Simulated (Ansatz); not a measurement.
A run for Ansatz (a program for electronic structure): R-B3LYP/def2-TZVPP on CH3Li (SMILES [Li][CH3]).

Ansatz 0.2 input:
```yaml
crystal:
  periodic: [false, false, false]
  atoms:
    - {symbol: Li, position_ang: [1.58140847, -0.02265683, 0.02692072]}
    - {symbol: C, position_ang: [-0.38700427, 0.00554461, -0.00658809]}
    - {symbol: H, position_ang: [-0.80441266, -0.62329968, -0.80259870]}
    - {symbol: H, position_ang: [-0.79176877, 1.01207288, -0.16898993]}
    - {symbol: H, position_ang: [-0.83005380, -0.35401256, 0.93028626]}
basis:
  gaussian:
    orbitals: def2-TZVPP
hamiltonian:
  xc: {name: B3LYP}
accuracy: high
phonons: {}
scf: {lower_state_search: off}
```

The head of its log:

```
WARN ansatz: RAYON_NUM_THREADS=1 ignored (pool sized by the plan → 1); use --threads N
Functional definition: B3LYP
these checks for a lower state are left out or cut short: stability, starts, cluster_reference, orbital_swaps, neighbouring_geometries, increment
integrals: 0.10 GiB planned
1781 factors; integrals over basis functions are off by at most 2.0e-9 eV
mean field: 0.30 GiB planned
mean field evaluation 1: about -1280.6006 eV, gradient 6.4e1 eV
mean field evaluation 2: about -1250.8552 eV, gradient 8.9e1 eV
```

Q: Predict the final total energy.

A: -47.4254 hartree.
